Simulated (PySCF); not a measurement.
Li(Cl) cation (ClLi), SMILES [Li][Cl] (connectivity only; charge and spin as stated), charge +1, multiplicity 2. Geometry optimised at PBE0-D3(BJ)/def2-TZVPD. The spin state was assumed, not searched.

Computed with PySCF 2.14.0 with PBE0-D3(BJ)/def2-TZVPD.

Harmonic wavenumbers (cm⁻¹): 319. Rotational constants (GHz): 15.33 (linear); symmetry number 1.

### Question
Work out the zero-point energy and the ideal-gas rigid-rotor harmonic-oscillator thermochemistry at 298.15 K and 1 atm.

### Answer
ZPE = ½ Σ hcν = ½ × 319 cm⁻¹ = 1.91 kJ/mol. H − E(el) = 11.63 kJ/mol. Entropy in J/(mol K): translation 155.48, rotation 58.24, vibration 5.50, spin 5.76, total 224.98. G − E(el) = -55.45 kJ/mol. Cp = 35.95 J/(mol K).
